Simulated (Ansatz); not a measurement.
Consider the redistribution: `[CH3][Al]([F])[SH]` + `C[S][Sn][S]C` → `C[S][Al]([CH3])[F]` + `C[S][Sn][SH]`.

Program: Ansatz. Geometries: PBE0-D4/def2-TZVP. ΔE: electronic, gas phase. CBS: MP2 limit from def2 TZ/QZ plus the TZ coupled-cluster correction, frozen cores. def2 core potentials past Kr. For Sn outer-core shells are correlated without core-valence functions, which leaves a few kJ/mol of doubt a bond. Each species was taken in one conformer, which may not be the lowest.

```json
{"species": "`[CH3][Al]([F])[SH]`", "HF/def2-TZVPP energy (Eh)": "-779.30695"}
{"species": "`C[S][Sn][S]C`", "HF/def2-TZVPP energy (Eh)": "-1087.75220"}
{"species": "`C[S][Al]([CH3])[F]`", "HF/def2-TZVPP energy (Eh)": "-818.34572"}
{"species": "`C[S][Sn][SH]`", "HF/def2-TZVPP energy (Eh)": "-1048.72075"}
```

**Question.** Work out ΔE.

**Answer.** ΔE = (-818.34572) + (-1048.72075) − (-779.30695) − (-1087.75220) = -0.00732 Eh = -19.2 kJ/mol. CCSD(T)/CBS gives -12.8 kJ/mol.

Largest T1 diagnostic among the species: 0.016.

In def2-TZVPP, CCSD(T) changes the Hartree–Fock value by +7.0 kJ/mol (the triples alone add +1.5 kJ/mol) and MP2 by +7.1 kJ/mol. The D4 term adds +3.3 kJ/mol with B3LYP and +2.1 kJ/mol with PBE0; it sums over pairs of atoms, weighted by their polarisabilities, and B3LYP, whose exchange is more repulsive, gets the larger term.

B3LYP here is the variant with VWN-RPA as its local correlation; programs differ in this.
